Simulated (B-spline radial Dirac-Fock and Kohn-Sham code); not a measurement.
Photoionisation of potassium ions at W Kα (59318.2 eV)

Method: Dirac-Hartree-Slater photoionisation with all multipoles and Dirac-Fock thresholds. Computed with a radial finite-basis atomic code. Cross sections in kb; a dash marks an empty subshell or a threshold above the photon energy.

| ion | configuration | total | 1s | 2p1/2 | 2p3/2 | 3s | 3p1/2 |
| --- | --- | --- | --- | --- | --- | --- | --- |
| K⁵⁺ | [Ne] 3s2 3p2 | 0.02451 | 0.0223 | 3.74e-05 | 6.55e-05 | 0.000280 | 1.93e-06 |
| K¹⁴⁺ | [He] 2s2 2p1 | 0.02480 | 0.0225 | 8.70e-06 | 1.53e-05 | – | – |
| K¹⁵⁺ | [He] 2s2 | 0.02491 | 0.0226 | – | – | – | – |
